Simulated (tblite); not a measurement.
C2H6NSSi (doublet state).
Numbering: `[CH3:1][C:2](=[S:3])[SiH:4][NH2:5]` (hydrogens: H6, H7, H8 on C1; H9 on Si4; H10, H11 on N5)

Computed geometry: GFN2-xTB, gas phase. This method treats the open shell by occupation alone, without spin polarisation.

(1) List the bond lengths, angles and torsions at this level.

Results:

(1) 
```csv
bond,length (pm)
C1–C2,150.0
C2=S3,169.5
C2–Si4,180.6
Si4–N5,170.0
"C1–H6, C1–H7, C1–H8",109.0
Si4–H9,144.8
N5–H10,100.6
N5–H11,100.9
```

Bonds in one row agree within 1 pm and their mean is given. A selection of angles:
```csv
angle,degrees
C2–C1–H6,110.0
C2–C1–H7,111.8
H6–C1–H7,109.1
H6–C1–H8,107.1
C1–C2–S3,119.3
C1–C2–Si4,123.6
S3–C2–Si4,117.1
C2–Si4–N5,119.0
C2–Si4–H9,129.0
N5–Si4–H9,111.9
Si4–N5–H10,123.5
Si4–N5–H11,118.2
H10–N5–H11,112.1
```

Dihedral angles: C1–C2–Si4–N5 173° (antiperiplanar). The mirror-image conformer, all signs reversed, is as good.

Of the pairs four or more bonds apart, S3···H11 is among the closest relative to their van der Waals radii: 2.98 Å, 99 % of the sum of Bondi's values. N5 (nitrogen bonded to Si and 2 H) has angles 123.5°, 118.2° and 112.1°, sum 353.7°, 0.17 Å off the plane of its three neighbours. C2 (carbon bonded to C, S and Si) is planar (angles 123.6°, 119.3° and 117.1°, sum 360.0°, 0.01 Å off the plane of its three neighbours). Si4 (silicon bonded to C, N and H) is planar (angles 129.0°, 119.0° and 111.9°, sum 359.9°, 0.02 Å off the plane of its three neighbours).

Its GFN2-xTB frequencies are all real (lowest 73 cm⁻¹). Torsions: C1–C2–Si4–N5 173°, C2–Si4–N5–H 151° and 1°.
